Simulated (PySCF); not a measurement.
C$_{2}$H$_{6}$N, charge -1, singlet, geometry from GFN2-xTB (in this run its highest filled SCF level lies above zero, so its values depend strongly on the basis, on diffuse functions most of all); CASSCF(4,5)/STO-3G (PySCF).

Input for PySCF:
```python
from pyscf import gto, scf, mcscf, mp
import numpy

mol = gto.Mole()
mol.atom = '''
    C    -0.00450711   -0.16012117    1.14423294
    N     0.05359214    0.63577940   -0.00002007
    C    -0.02236646   -0.15868797   -1.14422288
    H     0.82977693   -0.94369191    1.23989698
    H     0.05529176    0.46516035    2.04681331
    H    -0.95658511   -0.79311257    1.25393224
    H     0.81031525   -0.94213013   -1.25387748
    H     0.02334443    0.46772410   -2.04684276
    H    -0.97604679   -0.79155078   -1.23984221
'''
mol.basis = 'sto-3g'
mol.charge = -1
mol.verbose = 4
mol.build()

mf = scf.RHF(mol)
mf.kernel()
mc = mcscf.CASSCF(mf, 5, 4)
mc.fix_spin_(ss=0.0)
noons, natorbs = mcscf.addons.make_natural_orbitals(mp.MP2(mf).run())
mc.kernel(natorbs)
occ = numpy.linalg.eigvalsh(mc.fcisolver.make_rdm1(mc.ci, mc.ncas, mc.nelecas))[::-1]
ss = mc.fcisolver.spin_square(mc.ci, mc.ncas, mc.nelecas)[0]
print('natural occupations', occ.round(4), ' <S^2>', round(ss, 4))
```

The log (banner, timings and long lists left out):

```
PySCF version 2.14.0

[INPUT] verbose = 4
[INPUT] num. atoms = 9
[INPUT] num. electrons = 26
[INPUT] charge = -1
[INPUT] spin (= nelec alpha-beta = 2S) = 0
[INPUT] symmetry False subgroup None
[INPUT] Mole.unit = angstrom
[INPUT] Symbol           X                Y                Z      unit          X                Y                Z       unit  Magmom
[INPUT]  1 C     -0.004507110000  -0.160121170000   1.144232940000 AA   -0.008517203513  -0.302585158045   2.162286879306 Bohr   0.0
[INPUT]  2 N      0.053592140000   0.635779400000  -0.000020070000 AA    0.101274467029   1.201448941640  -0.000037926803 Bohr   0.0
[INPUT]  3 C     -0.022366460000  -0.158687970000  -1.144222880000 AA   -0.042266483776  -0.299876802563  -2.162267868661 Bohr   0.0
[INPUT]  4 H      0.829776930000  -0.943691910000   1.239896980000 AA    1.568051142182  -1.783319255868   2.343065714875 Bohr   0.0
[INPUT]  5 H      0.055291760000   0.465160350000   2.046813310000 AA    0.104486283345   0.879025665507   3.867916584014 Bohr   0.0
[INPUT]  6 H     -0.956585110000  -0.793112570000   1.253932240000 AA   -1.807683872737  -1.498765543250   2.369588512362 Bohr   0.0
[INPUT]  7 H      0.810315250000  -0.942130130000  -1.253877480000 AA    1.531273897058  -1.780367919401  -2.369485030960 Bohr   0.0
[INPUT]  8 H      0.023344430000   0.467724100000  -2.046842760000 AA    0.044114579234   0.883870450859  -3.867972236449 Bohr   0.0
[INPUT]  9 H     -0.976046790000  -0.791550780000  -1.239842210000 AA   -1.844461117861  -1.495814187886  -2.342962214575 Bohr   0.0

nuclear repulsion = 77.4959568363438
number of shells = 15
number of NR pGTOs = 63
number of NR cGTOs = 21
basis = sto-3g
ecp = {}

******** <class 'pyscf.scf.hf.RHF'> ********
method = RHF
initial guess = minao
damping factor = 0
level_shift factor = 0
DIIS = <class 'pyscf.scf.diis.CDIIS'>
diis_start_cycle = 1
diis_space = 8
diis_damp = 0
SCF conv_tol = 1e-09
SCF conv_tol_grad = None
SCF max_cycles = 50
direct_scf = True
direct_scf_tol = 1e-13
Set gradient conv threshold to 3.16228e-05
Initial guess from minao.
init E= -132.14595008357
  HOMO = -0.111426880942729  LUMO = 0.535026442653836  gap/eV = 17.59089
cycle= 1 E= -131.679547517902  delta_E= 0.466  |g|= 0.529  |ddm|= 3.57
  HOMO = 0.273502429340561  LUMO = 0.904039453931492  gap/eV = 17.15779
cycle= 2 E= -131.768861986574  delta_E= -0.0893  |g|= 0.132  |ddm|= 0.959
  HOMO = 0.136109147291275  LUMO = 0.905677621462431  gap/eV = 20.94102
cycle= 3 E= -131.775590845742  delta_E= -0.00673  |g|= 0.0289  |ddm|= 0.256
  HOMO = 0.131334900583976  LUMO = 0.900412201615526  gap/eV = 20.92766
cycle= 4 E= -131.776055840341  delta_E= -0.000465  |g|= 0.00706  |ddm|= 0.0627
  HOMO = 0.13287294472338  LUMO = 0.903084830932094  gap/eV = 20.95853
cycle= 5 E= -131.776089735381  delta_E= -3.39e-05  |g|= 0.00166  |ddm|= 0.019
  HOMO = 0.132542785512353  LUMO = 0.903197300052043  gap/eV = 20.97058
cycle= 6 E= -131.776091827387  delta_E= -2.09e-06  |g|= 0.000186  |ddm|= 0.00629
  HOMO = 0.132461426445185  LUMO = 0.903199354310878  gap/eV = 20.97285
cycle= 7 E= -131.776091851648  delta_E= -2.43e-08  |g|= 4.01e-05  |ddm|= 0.000666
  HOMO = 0.132469307459043  LUMO = 0.903203213939764  gap/eV = 20.97274
cycle= 8 E= -131.776091852929  delta_E= -1.28e-09  |g|= 5.3e-06  |ddm|= 0.000194
  HOMO = 0.132467512876731  LUMO = 0.903203068716846  gap/eV = 20.97278
cycle= 9 E= -131.776091852949  delta_E= -1.99e-11  |g|= 4.65e-07  |ddm|= 1.7e-05
  HOMO = 0.1324674941007  LUMO = 0.903203033000784  gap/eV = 20.97278
Extra cycle  E= -131.776091852949  delta_E= -5.68e-14  |g|= 1.52e-07  |ddm|= 9.85e-07
converged SCF energy = -131.776091852949

******** <class 'pyscf.mp.mp2.RMP2'> ********
nocc = 13, nmo = 21
E(RMP2) = -131.923297503419  E_corr = -0.147205650470685
E(SCS-RMP2) = -131.936623448436  E_corr = -0.160531595487184
E_corr(same-spin) = -0.0185944443203521
E_corr(oppo-spin) = -0.128611206150333

******** <class 'pyscf.mcscf.mc1step.CASSCF'> ********
CAS (2e+2e, 5o), ncore = 11, nvir = 5
max_cycle_macro = 50
max_cycle_micro = 4
conv_tol = 1e-07
conv_tol_grad = None
orbital rotation max_stepsize = 0.02
orbital rotation threshold for CI restart = 0.01
augmented hessian ah_max_cycle = 30
augmented hessian ah_conv_tol = 1e-12
augmented hessian ah_linear dependence = 1e-14
augmented hessian ah_level shift = 1e-08
augmented hessian ah_start_tol = 2.5
augmented hessian ah_start_cycle = 3
augmented hessian ah_grad_trust_region = 3
kf_trust_region = 3
kf_interval = 4
ci_response_space = 4
ci_grad_trust_region = 3
with_dep4 0
natorb = False
canonicalization = True
sorting_mo_energy = False
ao2mo_level = 2
internal_rotation = False
******** <class 'pyscf.fci.addons.SpinPenaltyFCISolver'> ********
max. cycles = 50
conv_tol = 1e-08
davidson only = True
linear dependence = 1e-12
level shift = 0.001
max iter space = 12
nroots = 1
pspace_size = 400
spin = None
CASCI E = -131.792150682679  S^2 = 0.0000000
Set conv_tol_grad to 0.000316228
macro iter   1 ( 21 JK    4 micro), CASSCF E = -131.802663838855  dE = -1.05131562e-02  S^2 = 0.0000000
               |grad[o]|=0.0221  |grad[c]|=0.0347  |ddm|=0.0089  |maxRot[o]|=0.314
macro iter   2 ( 20 JK    4 micro), CASSCF E = -131.806035921465  dE = -3.37208261e-03  S^2 = 0.0000000
               |grad[o]|=0.013  |grad[c]|=0.0143  |ddm|=0.00532  |maxRot[o]|=0.295
macro iter   3 ( 19 JK    4 micro), CASSCF E = -131.805809488734  dE =  2.26432731e-04  S^2 = 0.0000000
               |grad[o]|=0.00316  |grad[c]|=0.0103  |ddm|=0.00131  |maxRot[o]|= 0.16
macro iter   4 ( 21 JK    4 micro), CASSCF E = -131.805950833131  dE = -1.41344397e-04  S^2 = 0.0000000
               |grad[o]|=0.00318  |grad[c]|=0.00149  |ddm|=0.000792  |maxRot[o]|=0.0958
macro iter   5 ( 21 JK    4 micro), CASSCF E = -131.806262583408  dE = -3.11750278e-04  S^2 = 0.0000000
               |grad[o]|=0.00297  |grad[c]|=0.00261  |ddm|=0.00134  |maxRot[o]|=0.174
macro iter   6 ( 21 JK    4 micro), CASSCF E = -131.806773126624  dE = -5.10543216e-04  S^2 = 0.0000000
               |grad[o]|=0.00288  |grad[c]|=0.00316  |ddm|=0.00181  |maxRot[o]|=0.234
macro iter   7 ( 21 JK    4 micro), CASSCF E = -131.807357604012  dE = -5.84477387e-04  S^2 = 0.0000000
               |grad[o]|=0.00285  |grad[c]|=0.00278  |ddm|=0.00186  |maxRot[o]|=0.271
macro iter   8 ( 21 JK    4 micro), CASSCF E = -131.807779209874  dE = -4.21605862e-04  S^2 = 0.0000000
               |grad[o]|=0.00246  |grad[c]|=0.00172  |ddm|=0.000959  |maxRot[o]|=0.292
macro iter   9 ( 18 JK    4 micro), CASSCF E = -131.807894198743  dE = -1.14988869e-04  S^2 = 0.0000000
               |grad[o]|=0.0014  |grad[c]|=0.00153  |ddm|=0.0011  |maxRot[o]|=0.242
macro iter  10 (  7 JK    2 micro), CASSCF E = -131.807895400103  dE = -1.20136033e-06  S^2 = 0.0000000
               |grad[o]|=0.000326  |grad[c]|=0.000392  |ddm|=0.000312  |maxRot[o]|=0.016
macro iter  11 (  1 JK    1 micro), CASSCF E = -131.807895400150  dE = -4.68389771e-11  S^2 = 0.0000000
               |grad[o]|=2.77e-05  |grad[c]|=9.64e-06  |ddm|=3.05e-06  |maxRot[o]|=    0
1-step CASSCF converged in  11 macro (191 JK  39 micro) steps
CASSCF canonicalization
Density matrix diagonal elements [1.98394275e+00 1.98305088e+00 1.38862727e-03 1.47014521e-02
 1.69162989e-02]
CASSCF energy = -131.807895400150
CASCI E = -131.807895400150  E(CI) = -4.06837558399543  S^2 = 0.0000000
natural occupations [1.9840e+00 1.9831e+00 1.6900e-02 1.4700e-02 1.3000e-03]  <S^2> 0.0
```
